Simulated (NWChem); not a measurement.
Molecule: SiH2SO, singlet; SMILES [Si](O)S

```xyz
5

Si    -0.6916    -0.6987     0.0000
O      0.6931    -1.6236     0.0000
H      1.5801    -1.2291     0.0000
S      0.2070     1.3123     0.0000
H     -0.9550     1.9997     0.0000
```
Atoms are numbered in this order, from 1.

Program: NWChem. Low-valent species are run as closed-shell singlets; no triplet was tried in these runs. The geometry was optimised at B3LYP/6-31G* (spherical d). Vzz is the largest principal value of the second derivative of the potential at the nucleus (NWChem prints the opposite sign); η is the asymmetry. Non-relativistic.

### Question
What does the run give for PBE0/def2-TZVP? Quantities: Vzz O2 (a.u.); η O2; Vzz S4 (a.u.); η S4.

### Answer
- Vzz O2 (a.u.) = 1.271
- η O2 = 0.04
- Vzz S4 (a.u.) = 1.702
- η S4 = 0.48
